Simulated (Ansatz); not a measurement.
C$_{2}$H$_{6}$SZn (`C[CH2][Zn][SH]`), one more setting.

```yaml
crystal:
  periodic: [false, false, false]
  atoms:
    - {symbol: C, position_ang: [-1.195608, 0.761908, 0.376452]}
    - {symbol: C, position_ang: [-0.192648, -0.273701, 0.880600]}
    - {symbol: Zn, position_ang: [1.199448, -0.758463, -0.393735]}
    - {symbol: S, position_ang: [2.765037, -1.314972, -1.805046]}
    - {symbol: H, position_ang: [-1.731261, 0.415656, -0.511200]}
    - {symbol: H, position_ang: [-1.950394, 0.991458, 1.136027]}
    - {symbol: H, position_ang: [-0.712205, 1.705796, 0.111600]}
    - {symbol: H, position_ang: [0.304522, 0.087692, 1.786563]}
    - {symbol: H, position_ang: [-0.709150, -1.195509, 1.167083]}
    - {symbol: H, position_ang: [2.305360, -0.470966, -2.745643]}
basis:
  gaussian: {orbitals: cc-pVDZ, fitting: {mean_field: def2-universal-jkfit}}
hamiltonian: {xc: {name: HSE06}}
output: {forces: true}
```

```sh
$ ansatz run in.yaml --threads 2 --pin off --events-out ev --progress --plain --max-ram 32768MiB --backend cpu
```

Shortened log:

```
Functional definition: HSE06
650 factors; integrals over basis functions are off by at most 3.3e-1 eV
650 factors; integrals over basis functions are off by at most 1.8e-7 eV
mean field evaluation 1: about -61406.8193 eV, gradient 6.4e1 eV
mean field evaluation 2: about -61392.9801 eV, gradient 1.1e2 eV
mean field evaluation 4: about -61415.5762 eV, gradient 5.9e0 eV
mean field evaluation 8: about -61415.6253 eV, gradient 1.2e-1 eV
mean field -61415.62536518 eV, -2256.9826031644 hartree, gradient 4.0e-5 eV, S^2 0.000000; 0 other end points of the search recorded, 0 dependent functions left out
reference -61415.62540972 eV, -2256.9826048012 hartree; 32, 32 occupied and 87, 87 virtual orbitals, 650 factors
Total energy: -61415.62540972 eV, -2256.9826048012 hartree
Atom 0 at    -1.195608     0.761908     0.376452 Å, force     0.145872    -0.153959     0.080067 eV/Å
Atom 1 at    -0.192648    -0.273701     0.880600 Å, force     0.047219     0.105720    -0.295783 eV/Å
Atom 2 at     1.199448    -0.758463    -0.393735 Å, force     0.004350    -0.010710     0.014819 eV/Å
Atom 3 at     2.765037    -1.314972    -1.805046 Å, force     0.153741    -0.227462     0.205221 eV/Å
Atom 4 at    -1.731261     0.415656    -0.511200 Å, force    -0.162435    -0.094588    -0.250195 eV/Å
Atom 5 at    -1.950394     0.991458     1.136027 Å, force    -0.210252     0.067465     0.204252 eV/Å
Atom 6 at    -0.712205     1.705796     0.111600 Å, force     0.129879     0.275564    -0.071502 eV/Å
Atom 7 at     0.304522     0.087692     1.786563 Å, force     0.151438     0.100507     0.271006 eV/Å
Atom 8 at    -0.709150    -1.195509     1.167083 Å, force    -0.147204    -0.277443     0.088517 eV/Å
Atom 9 at     2.305360    -0.470966    -2.745643 Å, force    -0.112608     0.214905    -0.246402 eV/Å
Dipole moment:    -0.337903     0.203126     0.139430 e Å
```

Hardware: 2 threads of a server CPU on a shared host. Wall time 4.3 s, peak host memory 0.37 GiB.
